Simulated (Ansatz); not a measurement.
Reaction (isomerisation): `COB1C[SiH2]1` → `CC1B[SiH2]O1`

Gas-phase electronic energies from Ansatz, PBE0-D4/def2-TZVP geometries. CCSD(T)/CBS is the MP2 limit (def2-TZVPP, def2-QZVPP) plus CCSD(T) − MP2 in def2-TZVPP, frozen cores. Functionals use def2-TZVPP. B3LYP here is the variant with VWN-RPA as its local correlation; programs differ in this. Each species was taken in one conformer, which may not be the lowest.

CCSD(T)/CBS gives +10.6 kJ/mol.

Question: Another level gave +24.5 kJ/mol. Which?
A. HF/def2-TZVPP
B. PBE/def2-TZVPP
C. B3LYP-D4/def2-TZVPP
D. B3LYP/def2-TZVPP

Answer: D. B3LYP 24.5, PBE 34.9, HF/def2-TZVPP -4.7, B3LYP-D4 20.2 kJ/mol.

Largest T1 diagnostic among the species: 0.014.

The D4 term adds −4.3 kJ/mol with B3LYP and −2.1 kJ/mol with PBE0; it sums over pairs of atoms, weighted by their polarisabilities, and B3LYP, whose exchange is more repulsive, gets the larger term. From PBE to PBE0 (25 % exact exchange), in def2-TZVPP and without D4, ΔE moves by −10.0 kJ/mol. In def2-TZVPP, CCSD(T) changes the Hartree–Fock value by +17.7 kJ/mol (the triples alone add +4.1 kJ/mol) and MP2 by +17.1 kJ/mol.
